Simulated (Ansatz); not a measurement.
Gas-phase reaction R1 → P1 + P2, each structure at its B3LYP-D3(BJ)/def2-TZVP stationary point, reached from a drawn start (curvature not checked).
P1: H2 (SMILES [H][H]), charge 0, multiplicity 1.
P2: O atom, charge 0, multiplicity 3.
R1: H2O (SMILES O), charge 0, multiplicity 1.

P less R. No zero-point or thermal terms; singlets are restricted closed shells; open shells are unrestricted; no spin–orbit coupling.

Cores are frozen in the correlated methods.

The values were computed with Ansatz (Gaussian basis) for Hartree–Fock, density functionals and correlated methods. All values are computed, each at the level named.

Total energies in hartree:

```json
[
 {"structure": "P1", "PBE/def2-TZVPP": "-1.166122", "B3LYP/def2-TZVPP": "-1.180004", "CCSD(T)/cc-pVQZ": "-1.173794"},
 {"structure": "P2", "PBE/def2-TZVPP": "-75.009672", "B3LYP/def2-TZVPP": "-75.096275", "CCSD(T)/cc-pVQZ": "-74.993566"},
 {"structure": "R1", "PBE/def2-TZVPP": "-76.380147", "B3LYP/def2-TZVPP": "-76.466662", "CCSD(T)/cc-pVQZ": "-76.359711"}
]
```

Q: Work out the reaction energy at each level in kcal/mol (1 hartree = 627.50947 kcal/mol), and say how far PBE/def2-TZVPP lies from CCSD(T)/cc-pVQZ.

A: 
- PBE/def2-TZVPP: (-1.166122) + (-75.009672) − (-76.380147) = 0.204353 hartree = 128.23 kcal/mol
- B3LYP/def2-TZVPP: (-1.180004) + (-75.096275) − (-76.466662) = 0.190383 hartree = 119.47 kcal/mol
- CCSD(T)/cc-pVQZ: (-1.173794) + (-74.993566) − (-76.359711) = 0.192351 hartree = 120.70 kcal/mol
PBE/def2-TZVPP less CCSD(T)/cc-pVQZ: 7.53 kcal/mol. CCSD(T)/cc-pVQZ is the level counted from, the highest shown, and no exact or measured value.

Ansatz is a quantum-chemistry and plane-wave program.
